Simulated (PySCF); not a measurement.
Species: methylsilylchloride, CH₅ClSi.
Bonds: C1–Si2, Si2–Cl3. Hydrogens: H4, H5, H6 on C1; H7, H8 on Si2.

Computed geometry: GFN2-xTB, gas phase.

Q: List the bond lengths and angles at this level.

A: 
```csv
bond,length (Å)
C1–Si2,1.896
Si2–Cl3,2.021
"C1–H4, C1–H5, C1–H6",1.087
"Si2–H7, Si2–H8",1.461
```

Bonds in one row agree within 0.01 Å and their mean is given. A selection of angles:
```csv
angle,degrees
Si2–C1–H4,111.5
H4–C1–H5,107.4
C1–Si2–Cl3,108.9
C1–Si2–H7,110.9
Cl3–Si2–H7,107.7
H7–Si2–H8,110.7
```

Si2 (chlorine-bound silicon) is tetrahedral (angles from 107.7° to 110.9°).

Point group: Cs (tolerance 0.08 Å). Stationary, but not proved a minimum.


Species: SeF₄.
Bonds: Se1–F2, Se1–F3, Se1–F4, Se1–F5.

The calculation used PBE0-D3(BJ)/def2-SVP geometry optimisation, gas phase in PySCF 2.14.0.

(1) Give the optimised bond lengths and angles.

Results:

(1) 
```
          bond  length (pm)
Se1–F2, Se1–F3        177.8
Se1–F4, Se1–F5        171.1
```

Bonds in one row agree within 1 pm and their mean is given. A selection of angles:
```
    angle  degrees
F2–Se1–F3    169.4
F2–Se1–F4     86.6
F4–Se1–F5    100.1
```

The 4 F–Se bonds span 1.711 Å (Se1–F4) to 1.778 Å (Se1–F2), a spread of 0.067 Å. Se1 (selenium bonded to 4 F) is seesaw-shaped (angles from 86.6° to 169.4°).

Point group: C2v (tolerance 0.08 Å). PBE0-D3(BJ)/def2-SVP frequencies: not computed here.
